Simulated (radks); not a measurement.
Values are calculated unless marked as measured or tabulated.
All-electron atom: Eu48+ in [Ne] 3s2 3p3. Code: a radial shooting solver on a logarithmic mesh with Libxc functionals. Model: scalar-relativistic Kohn-Sham, r2SCAN, spin-unpolarised, spherical densities, finite nucleus; meta-GGA in the generalised Kohn-Sham scheme; Fermi nuclear charge, rms radius 5.1115 fm.

Unscreened Slater integrals over Kohn-Sham orbitals (eV). Empty in this configuration: 3d.

| integral | value |
|---|---|
| F0(3p,3p) | 110.24 |
| F2(3p,3p) | 55.285 |
| F0(3p,3s) | 108.54 |
| G1(3p,3s) | 70.155 |
| F0(3p,2p) | 145.70 |
| F2(3p,2p) | 37.594 |
| G0(3p,2p) | 14.990 |
| G2(3p,2p) | 16.598 |
| F0(3p,2s) | 141.51 |
| G1(3p,2s) | 11.875 |
| F0(3p,3d) | 115.92 |
| F2(3p,3d) | 55.582 |
| G1(3p,3d) | 57.858 |
| G3(3p,3d) | 39.213 |
| F0(3s,3s) | 107.20 |
| F0(3s,2p) | 140.24 |
| G1(3s,2p) | 14.647 |
| F0(3s,2s) | 137.41 |
| G0(3s,2s) | 11.776 |
| F0(3s,3d) | 114.05 |
| G2(3s,3d) | 43.805 |
| F0(2p,2p) | 299.96 |
| F2(2p,2p) | 142.38 |
| F0(2p,2s) | 276.79 |
| G1(2p,2s) | 157.59 |
| F0(2p,3d) | 158.43 |
| F2(2p,3d) | 49.329 |
| G1(2p,3d) | 46.905 |
| G3(2p,3d) | 27.086 |
| F0(2s,2s) | 262.21 |
| F0(2s,3d) | 156.47 |
| G2(2s,3d) | 42.912 |
| F0(3d,3d) | 125.82 |
| F2(3d,3d) | 65.416 |
| F4(3d,3d) | 42.414 |

Derived for the open shells (J is the average intra-shell exchange parameter used in DFT+U). 3p: J = F2/5 = 11.06 eV.
